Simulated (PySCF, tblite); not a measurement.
`COC1=CP1N(C)C`. The geometry is computed with GFN2-xTB (gas phase).

```
atom  x, y, z in Å
C1     2.7413   -0.9657   -0.3547
O2     2.5152    0.4329   -0.3019
C3     1.4659    0.8292    0.3999
C4     0.7820    1.9051    0.7644
P5     0.0279    0.3763    1.4189
N6    -1.1273   -0.1619    0.2523
C7    -1.3024    0.4331   -1.0496
C8    -2.3319   -0.7727    0.7713
H9     3.8085   -1.1374   -0.2110
H10    2.1741   -1.4797    0.4259
H11    2.4393   -1.3469   -1.3342
H12    0.7645    2.9694    0.6770
H13   -1.5792   -0.3434   -1.7681
H14   -2.0893    1.1974   -1.0486
H15   -0.3713    0.8943   -1.3752
H16   -2.1325   -1.1538    1.7720
H17   -2.6271   -1.6059    0.1273
H18   -3.1668   -0.0641    0.8227
```

(1) What is the repulsion energy of the bare nuclei, Σ ZA·ZB/RAB?

(2) Which two atoms are farthest apart?

(3) Work out the bond lengths C1–O2, O2–C3, C3=C4, N6–C8, C7–H13, C7–H14, C8–H16, C8–H18 in Å.

(4) What are the angles O2–C1–H10, O2–C3–P5, P5–C4–H12, C3–C4–H12, C3–C4–P5, C3–P5–C4, N6–C8–H18, H16–C8–H17?

(5) How far apart are these pairs, which share no bond: O2···H15, C3···C8, C4···H10, C4···H11, C7···H16, H13···H15, H14···H15?

(6) Give the dihedral angles P5–N6–C7–H15, C8–N6–C7–H15, H10–C1–O2–C3, P5–N6–C8–H18, C3–P5–N6–C8.

(7) Where is the centre of mass (commonest isotopes), and what is the radius of gyration?

## Answers

(1) 458.74 Eh over 153 pairs, with full nuclear charges and distances in bohr; the largest single term is 32.16 Eh (P5 with N6).

(2) H9···H18, 7.13 Å; the next longest distance is 6.46 Å.

(3) For C1–O2 the difference vector is (-0.2261, 1.3986, 0.0528) Å, of length 1.4177 Å. C1–O2 1.418; O2–C3 1.323; C3=C4 1.326; N6–C8 1.447; C7–H13 1.094; C7–H14 1.097; C8–H16 1.089; C8–H18 1.096 Å.

(4) From the scalar product of the two bond vectors; for O2–C1–H10 it is -0.5494 Å² over 1.4177 × 1.0933 Å², cos θ = -0.3545. O2–C1–H10 110.8°; O2–C3–P5 148.1°; P5–C4–H12 149.0°; C3–C4–H12 142.6°; C3–C4–P5 68.4°; C3–P5–C4 42.7°; N6–C8–H18 112.2°; H16–C8–H17 108.9°.

(5) O2···H15 3.114 Å (5 bonds apart); C3···C8 4.139 Å (3 bonds apart); C4···H10 3.676 Å (4 bonds apart); C4···H11 4.210 Å (4 bonds apart); C7···H16 3.342 Å (3 bonds apart); H13···H15 1.773 Å (2 bonds apart); H14···H15 1.775 Å (2 bonds apart).

(6) P5–N6–C7–H15 27° (synperiplanar); C8–N6–C7–H15 179° (antiperiplanar); H10–C1–O2–C3 -16° (synperiplanar); P5–N6–C8–H18 97° (anticlinal); C3–P5–N6–C8 172° (antiperiplanar). Dihedral signs follow IUPAC: positive where, seen along the central bond, the front bond turns clockwise onto the rear one.

(7) Mass 131.050 u; centre at (0.296, 0.239, 0.359) Å; Rg = √(Σ m r²/M) = 2.059 Å. As Ia + Ib + Ic = 2 Σ m r², the three principal moments sum to 1110.8 u·Å².

GFN2-xTB frequencies show an imaginary mode (69i cm⁻¹), so the point is no minimum at that level. 3 starts were optimised and ended at 0.00, 1.03 and 1.12 kcal/mol (GFN2-xTB); the lowest of these is shown.
